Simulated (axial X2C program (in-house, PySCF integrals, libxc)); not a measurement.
# RbP⁻: from the spin-free to the two-component result

Calculated with an axial X2C code built on PySCF integrals. Spin-free means the one-electron spin-free X2C Hamiltonian; two-component (2c) means X2C with spin–orbit coupling and atomic mean-field two-electron Coulomb and Gaunt terms, so the difference of the two also holds small scalar two-electron terms. Basis: Rb dyall-acv3z [13s14p9d4f1g], P dyall-av3z [9s8p3d2f] (cores contracted in-house); Gaussian nuclei, density fitting, unrestricted open shells. Masses: Rb 84.912 u, P 30.974 u.

Spin-free state: M_S = 3/2, Λ = 0 (beyond evenly filled blocks: σα, π+α, π-α); fragments Rb- + P for HF; Rb + P- for MP2, CCSD, CCSD(T), BHandHLYP.

```tsv
level	Re (Å)	ωe (cm⁻¹)	De (eV)	μ (D)
HF	3.419	135.1	n/a	2.04
MP2	3.334	139.8	1.062	n/a
CCSD	3.357	137.6	1.089	n/a
CCSD(T)	3.352	137.7	1.044	n/a
BHandHLYP	3.352	136.8	1.043	0.91
```

Correlated methods: 15 electrons correlated (number of frozen shells: Rb 3 s, 2 p, 1 d; P 2 s, 1 p), 281 virtual spin orbitals or spinors in MP2, 90 natural virtuals in coupled cluster.

Dipoles are positive if P is the positive end and refer to the centre of mass.

Two-component determinant lowest at the distance of the search:

Ω = 3/2 (⟨Sz⟩ = 1.50, ⟨Lz⟩ = 0.00 at HF); fragments Rb- + P for HF; Rb + P- for MP2, CCSD, CCSD(T), BHandHLYP.

```csv
level,Re (Å),ωe (cm⁻¹),De (eV),μ (D)
HF,3.419,135.0,n/a,2.04
MP2,3.335,139.8,1.053,n/a
CCSD,3.357,137.5,1.088,n/a
CCSD(T),3.352,137.6,1.036,n/a
BHandHLYP,3.352,136.7,1.042,0.91
```

Problem. From the two tables, how do the constants change at the CCSD(T) level (2c against spin-free)?

Solution. At the CCSD(T) level Re is unchanged within 0.001 Å and ωe doesn't move by more than 0.2 cm⁻¹; De changes by -0.008 eV.

Occupations by symmetry block were frozen at the best pattern of an incomplete PBE0 search. De is counted from the lowest determinant-based energies of the atoms at the same level, without counterpoise correction. De is not given where an atomic determinant may have missed its ground term or J level, or where the truncated virtual space spoils (T). Density functionals use the spin component along the axis (collinear). CCSD and (T) use frozen natural virtuals with an MP2 correction for the truncation; (T) itself is uncorrected, so its De runs slightly low. The 2c atoms are single determinants rather than J levels; their spin–orbit lowering is only partly caught, and De is too large by that part. This holds for CCSD, BHandHLYP. PBE0 can misorder states that lie within some tenths of an eV, so this need not be the ground state of the molecule. The nearest other spin-free determinant of the search, M_S = 1/2, Λ = 0, lies 0.02 eV up at the distance of the search. Without a current term, density functionals place determinants with orbital angular momentum somewhat too high. With several unpaired electrons one determinant need not be a pure state. A state of lower Ω lies just above, and one determinant can place such states too high, so the state shown need not be the lowest. The search has Ω = 1/2 only 0.02 eV up. The highest occupied level of some functionals is positive through self-interaction error; at Hartree–Fock it is bound. This is the top spin component of a Σ state; components of lower Ω are not single determinants and can lie lower.
